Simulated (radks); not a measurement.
Values are calculated unless marked as measured or tabulated.
Problem. Coherent X-ray form factor from a spherical all-electron density. Code: a radial shooting solver on a logarithmic mesh with Libxc functionals. Model: scalar-relativistic Kohn-Sham, PBE, spin-unpolarised, spherical densities, point nucleus.

sin(theta)/lambda (1/angstrom)  f0 (electrons)
0.05                                    10.936
0.1                                     10.750
0.15                                    10.460
0.2                                     10.093
0.25                                     9.676
0.3                                      9.232
0.4                                      8.332
0.5                                      7.468
0.6                                      6.652
0.8                                      5.167
1                                        3.936
1.25                                     2.827
1.5                                      2.140
2                                        1.501

The species is in the configuration that NIST lists as its ground one. Which atom or ion scatters so?

Solution. The chlorine ion Cl6+, [Ne] 3s1. Extrapolating in s^2 from the first two rows gives f0(0) = 11.0, near the electron count 11; among species with that count, the fall with angle is slower the higher Z, and the table is that of Z = 17; from so few rows the species is fixed only to a neighbour or two.
